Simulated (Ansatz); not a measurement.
AlCl₂OH⁺, that is AlCl2(OH) with one electron fewer. Total charge 1; doublet. Geometry PBE0-D4/def2-TZVP, that of the neutral singlet; atoms count from 1.

Cartesian coordinates in Å:
```
Al 0.160 0.356 -0.017
Cl -0.330 2.324 -0.431
Cl 2.108 -0.140 0.516
O -1.045 -0.806 -0.123
H -0.893 -1.734 0.054
```

Question: Estimate the Mulliken populations from the PBE0/def2-TZVP orbitals of Ansatz.

Answer: 
```json
{"atom": "Al1", "charge (e)": "0.69", "spin (α − β)": "-0.07"}
{"atom": "Cl2", "charge (e)": "0.15", "spin (α − β)": "0.42"}
{"atom": "Cl3", "charge (e)": "0.16", "spin (α − β)": "0.47"}
{"atom": "O4", "charge (e)": "-0.37", "spin (α − β)": "0.17"}
{"atom": "H5", "charge (e)": "0.37", "spin (α − β)": "0.00"}
```
Mulliken values and Mayer orders depend strongly on the basis.

Question: Where does the spin sit?

Answer: Summed by element: Al -0.07, Cl 0.89, O 0.17, H 0.00, of 1 unpaired in all. Largest on single atoms: Cl3 0.47, Cl2 0.42, O4 0.17.

Question: And the Mayer bond orders between bonded heavy atoms (over 0.3)?

Answer: Al1–Cl2 1.17 (2.07 Å); Al1–Cl3 1.14 (2.08 Å); Al1–O4 1.30 (1.68 Å). Values over 0.3 also appear between atoms too far apart for a bond (Cl2–Cl3 0.30 at 3.59 Å); they arise where an orbital or an unpaired electron spreads over both atoms.
